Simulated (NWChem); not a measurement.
# CH5ISi; SMILES C[SiH2]I

Results from NWChem. All runs use the structure optimised with PBE-D3(BJ)/def2-SVP. def2 effective core potentials on I; no spin-orbit coupling.

Question: Estimate the computed values for B3LYP/def2-SVP (core potentials). Quantities: highest occupied level (eV); orbital gap (eV); dipole (D).

Answer: 
```
Quantity                     Value
---------------------------  -----
highest occupied level (eV)  -7.15
orbital gap (eV)              6.59
dipole (D)                    2.00
```
